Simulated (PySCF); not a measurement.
**Working out the excitation energy of Ag**

Ag [Kr] 4d10 5s1 (2S) → Ag [Kr] 4d9 5s1 6s1 (4D). All numbers are calculated (PySCF 2.14, a scalar-relativistic core potential, in aug-cc-pVDZ-PP with ECP28MDF (5s5p4d2f, 54 functions)). Frozen: 4s2 4p6. Energies in hartree (1 hartree = 27.21139 eV):

| part | Ag (lower) | Ag (upper) |
| --- | --- | --- |
| UHF | -146.054522 | -145.744771 |
| MP2 opposite-spin | -0.211122 | -0.165008 |
| MP2 same-spin | -0.122371 | -0.102620 |

What does Hartree-Fock give?

(-145.744771) − (-146.054522) = 0.309751 hartree = 8.429 eV.

What do MP2 and SCS-MP2 (6/5 opposite-spin, 1/3 same-spin) give?

The opposite-spin parts differ by 1.255 eV and the same-spin parts by 0.537 eV. MP2: 8.429 + (1.255) + (0.537) = 10.221 eV. SCS-MP2: 8.429 + 1.2 × (1.255) + (0.537)/3 = 10.114 eV.

The upper state lies above the first ionisation limit, but in LS coupling its spin forbids autoionisation to the ground ion. A Rydberg-like electron needs more diffuse functions than a valence basis has.

A double-zeta basis recovers only part of the correlation energy.
